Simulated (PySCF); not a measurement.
C₄H₄O.

```xyz
9

C      0.0000     0.7183    -0.9608
C      0.0000    -0.7183    -0.9608
C      0.0000    -1.0940     0.3523
O      0.0000     0.0000     1.1555
C      0.0000     1.0940     0.3523
H      0.0000     1.3793    -1.8248
H      0.0000    -1.3793    -1.8248
H      0.0000    -2.0576     0.8545
H      0.0000     2.0576     0.8545
```

Geometry: B3LYP-D3(BJ)/def2-SVP.

Method: PBE0/pcSseg-1 in PySCF. Non-relativistic, no solvent.

Computed absolute GIAO shielding of each atom: isotropic value and principal components (ppm):
| atom | σ(iso) | σ11 | σ22 | σ33 | span |
|---|---|---|---|---|---|
| C1 | 68.1 | -20.5 | 64.4 | 160.2 | 180.7 |
| C2 | 68.1 | -20.5 | 64.4 | 160.2 | 180.7 |
| C3 | 36.4 | -43.2 | 44.1 | 108.2 | 151.3 |
| O4 | 22.4 | -124.3 | -61.0 | 252.4 | 376.8 |
| C5 | 36.4 | -43.2 | 44.1 | 108.2 | 151.3 |
| H6 | 24.7 | 22.8 | 25.3 | 26.0 | 3.1 |
| H7 | 24.7 | 22.8 | 25.3 | 26.0 | 3.1 |
| H8 | 23.8 | 21.0 | 25.1 | 25.2 | 4.1 |
| H9 | 23.8 | 21.0 | 25.1 | 25.2 | 4.1 |
